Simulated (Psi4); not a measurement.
CH₅Si (SMILES C[SiH2]), doublet, geometry from GFN2-xTB; Psi4 with R2SCAN/def2-SVP.

The Psi4 input:
```
memory 2 GB

molecule {
0 2
  C    -1.19243168   -0.16784419    0.12828578
  Si    0.66435470    0.08504505   -0.14296576
  H    -1.77784666    0.57243506   -0.41016203
  H    -1.51335466   -1.15062903   -0.20606812
  H    -1.44525161   -0.08155527    1.18441817
  H     1.11180308    1.43180120    0.19041623
  H     1.47827415   -0.95561745    0.47320178
}

set basis def2-svp
set reference uks

energy('r2scan')
print_variables()
```

What the program printed (banner, timings and long lists left out):

```
   => Loading Basis Set <=

    Name: DEF2-SVP
    Role: ORBITAL
    Keyword: BASIS

         ---------------------------------------------------------
                                   SCF
               by Justin Turney, Rob Parrish, Andy Simmonett
                          and Daniel G. A. Smith
                              UKS Reference
         ---------------------------------------------------------

  ==> Geometry <==

    Molecular point group: c1
    Full point group: C1

    Geometry (in Angstrom), charge = 0, multiplicity = 2:

       Center              X                  Y                   Z               Mass
    ------------   -----------------  -----------------  -----------------  -----------------
         C           -1.239398289380    -0.171846472149     0.155362082934    12.000000000000
         SI           0.617388090620     0.081042767851    -0.115889457066    27.976926534650
         H           -1.824813269380     0.568432777851    -0.383085727066     1.007825032230
         H           -1.560321269380    -1.154631312149    -0.178991817066     1.007825032230
         H           -1.492218219380    -0.085557552149     1.211494472934     1.007825032230
         H            1.064836470620     1.427798917851     0.217492532934     1.007825032230
         H            1.431307540620    -0.959619732149     0.500278082934     1.007825032230

  Running in c1 symmetry.

  Rotational constants: A =      2.53318  B =      0.38622  C =      0.36601 [cm^-1]
  Rotational constants: A =  75942.68194  B =  11578.51023  C =  10972.60462 [MHz]
  Nuclear repulsion =   55.633456135370814

  Charge       = 0
  Multiplicity = 2
  Electrons    = 25
  Nalpha       = 13
  Nbeta        = 12

  ==> Algorithm <==

  SCF Algorithm Type is DF.
  DIIS enabled.
  MOM disabled.
  Fractional occupation disabled.
  Guess Type is SAD.
  Energy threshold   = 1.00e-06
  Density threshold  = 1.00e-06
  Integral threshold = 1.00e-12

  ==> Primary Basis <==

  Basis Set: DEF2-SVP
    Blend: DEF2-SVP
    Number of shells: 29
    Number of basis functions: 57
    Number of Cartesian functions: 59
    Spherical Harmonics?: true
    Max angular momentum: 2

  ==> DFT Potential <==

   => LibXC <=

    Version 7.1.2
    S. Lehtola, C. Steigemann, M. J. T. Oliveira, and M. A. L. Marques,  SoftwareX 7, 1–5 (2018) (10.1016/j.softx.2017.11.002)

   => Composite Functional: R2SCAN <=

    r2SCAN Meta-GGA XC Functional  (0.1021/acs.jpclett.0c02405)
[...]
      Ntotal   =   25.0000077846 ; deviation = 7.785e-06

   @Spin Contamination Metric:   4.221158188E-03
   @S^2 Expected:                7.500000000E-01
   @S^2 Observed:                7.542211582E-01
   @S   Expected:                5.000000000E-01
   @S   Observed:                5.000000000E-01

    Orbital Energies [Eh]
    ---------------------

    Alpha Occupied:

[...]
      13A     -0.182591

    Alpha Virtual:

[...]
    Beta Occupied:

[...]
    Beta Virtual:

[...]
    Final Occupation by Irrep:
              A
    DOCC [    12 ]
    SOCC [     1 ]
    NA   [    13 ]
    NB   [    12 ]

  @DF-UKS Final Energy:  -330.37631954864116

   => Energetics <=

    Nuclear Repulsion Energy =             55.6334561353708139
    One-Electron Energy =                -565.3796536018058987
    Two-Electron Energy =                 207.4898758713766256
    DFT Exchange-Correlation Energy =     -28.1199979535826898
    Empirical Dispersion Energy =           0.0000000000000000
    VV10 Nonlocal Energy =                  0.0000000000000000
    Total Energy =                       -330.3763195486411632

  UHF NO Occupations:
  HONO-2 :   11  A 1.9997098
  HONO-1 :   12  A 1.9985019
  HONO-0 :   13  A 1.0000000
  LUNO+0 :   14  A 0.0014981
  LUNO+1 :   15  A 0.0002902
  LUNO+2 :   16  A 0.0002667
  LUNO+3 :   17  A 0.0000508

Computation Completed

Properties will be evaluated at   0.000000,   0.000000,   0.000000 [a0]

Properties computed using the SCF density matrix

 Multipole Moments:

 ------------------------------------------------------------------------------------
     Multipole            Electronic (a.u.)      Nuclear  (a.u.)        Total (a.u.)
 ------------------------------------------------------------------------------------

 L = 1.  Multiply by 2.5417464519 to convert [e a0] to [Debye]
 Dipole X            :          1.9104483           -2.2188507           -0.3084024
 Dipole Y            :          0.1528841           -0.1890803           -0.0361962
 Dipole Z            :         -1.1850880            1.2791701            0.0940821
 Magnitude           :                                                    0.3244590

 ------------------------------------------------------------------------------------

  Variable Map:
  ----------------------------------------------------------------------------
[...]
  Array Variable Map:
  ----------------------------------------------------------------------------
[...]
[...]
```
